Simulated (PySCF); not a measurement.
**S: excitation energy**

S [Ne] 3s2 3p4 (3P) → S [Ne] 3s1 3p4 3d1 (high-spin determinant), as a difference of total energies. Calculation: PySCF 2.14, in aug-cc-pV(Q+d)Z; no relativity, point nucleus. Correlated levels: valence: [Ne] frozen. The calculations carry no spin-orbit coupling.

```json
{"method": "UHF", "excitation energy (eV)": "18.026"}
{"method": "LDA", "excitation energy (eV)": "18.517"}
{"method": "PBE", "excitation energy (eV)": "18.256"}
{"method": "PBE0", "excitation energy (eV)": "18.487"}
{"method": "r2SCAN", "excitation energy (eV)": "18.077"}
{"method": "M06", "excitation energy (eV)": "18.959"}
{"method": "wB97M-V", "excitation energy (eV)": "19.051"}
{"method": "PW91", "excitation energy (eV)": "18.282"}
{"method": "B3LYP", "excitation energy (eV)": "18.687"}
{"method": "MP2 (valence)", "excitation energy (eV)": "18.577"}
{"method": "SCS-MP2 (valence)", "excitation energy (eV)": "18.803"}
```

**Question.** How much does correlation contribute at MP2 (valence)?

**Answer.** 18.577 − (18.026) = 0.551 eV, measured against UHF.

The upper state lies above the first ionisation limit, where it may autoionise and the basis confines it.

The promoted electron is Rydberg-like, and one or two diffuse shells describe it only roughly, which tends to raise the upper state.

In the upper state the promoted electron has a positive orbital energy at LDA, PBE, r2SCAN, M06, PW91, so the basis confines it.

The determinant of the upper state mixes LS terms, which raises its energy above the lowest term, most at the Hartree-Fock and MP2 levels.
